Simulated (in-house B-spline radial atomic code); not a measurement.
## The holmium ion Ho³⁺: [Xe] 4f10

Computed with a B-spline radial code for spherical atoms: Dirac-Kohn-Sham OLYP, spherical fractional occupations, Fermi nucleus of rms radius 5.2022 fm.

Effective charges: Z_r = [3n² - l(l+1)]/(2<r>) from the radius, Z_e = n√(-2ε) from the energy, and Slater's rules. Values are occupation-weighted means over j. An effective charge above Z reflects the relativistic contraction of the inner shells.

```
shell  electrons   ε (eV)  <r> (bohr)    Z_r    Z_e  Slater
   1s          2   -55451     0.02074  72.31  63.84   66.70
   2s          2  -9303.7     0.08754  68.54  52.30   62.85
   2p          6    -8287     0.07768  64.37  49.36   62.85
   3s          2  -2104.9      0.2294  58.85  37.31   55.75
   3p          6  -1790.4      0.2281  54.80  34.41   55.75
   3d         10  -1372.8      0.2078  50.54  30.13   45.85
   4s          2  -442.47      0.5181  46.32  22.81   39.25
   4p          6  -338.03      0.5482  41.96  19.94   39.25
   4d         10  -192.39      0.5943  35.34  15.04   27.85
   5s          2  -80.211       1.249  30.02  12.14   12.75
   5p          6  -54.825       1.449  25.19  10.04   12.75
   4f         10  -35.457      0.7822  23.01   6.46   17.85
```

The least bound orbital is 4f7/2 at -35 eV, while the most diffuse is 5p3/2 (<r> = 1.48 bohr against 0.7874 bohr): energy order and size order differ.

Spin-orbit splittings of the orbital energies (j = l + 1/2 above j = l - 1/2 when positive): 2p 856.7 eV, 3p 179 eV, 3d 39.18 eV, 4p 40.33 eV, 4d 7.352 eV, 5p 5.563 eV, 4f 1.059 eV.

For the 1s electron the small component carries 6.27 % of the norm, the zero-frequency Breit interaction raises the level by 175.3 eV, self-energy by 106.3 eV, and vacuum polarisation lowers it by 18.11 eV.
